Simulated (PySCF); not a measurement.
# Radial density of Fe⁺ (iron, charge +1)

UHF, [Ar] 3d6 4s1, high-spin 6D determinant. Calculation: PySCF 2.14, in x2c-QZVPPall with one added diffuse shell each of s, p, d, f, g type (12s8p6d5f3g, 128 functions); scalar relativity by spin-free X2C-1e.

| r (bohr) | 4πr²ρ (e/bohr) | 4πr²(ρα − ρβ) |
| --- | --- | --- |
| 0.000818 | 0.1404 | 0.0000 |
| 0.00138 | 0.3622 | 0.0001 |
| 0.00231 | 0.9165 | 0.0003 |
| 0.00389 | 2.252 | 0.0008 |
| 0.00655 | 5.265 | 0.0018 |
| 0.0110 | 11.27 | 0.0038 |
| 0.0185 | 20.79 | 0.0065 |
| 0.0311 | 29.93 | 0.0072 |
| 0.0524 | 29.82 | 0.0009 |
| 0.0881 | 24.23 | 0.0037 |
| 0.148 | 32.18 | 0.1193 |
| 0.249 | 29.48 | 0.6772 |
| 0.419 | 13.00 | 2.3406 |
| 0.705 | 16.83 | 3.7883 |
| 1.19 | 7.841 | 2.3711 |
| 2.00 | 1.473 | 0.9216 |
| 3.36 | 0.3302 | 0.3020 |
| 5.65 | 0.01933 | 0.0190 |
| 9.50 | 4.203e-05 | 0.0000 |

Densities and radii are taken from the X2C orbitals without a picture-change correction, which distorts them close to the nucleus.
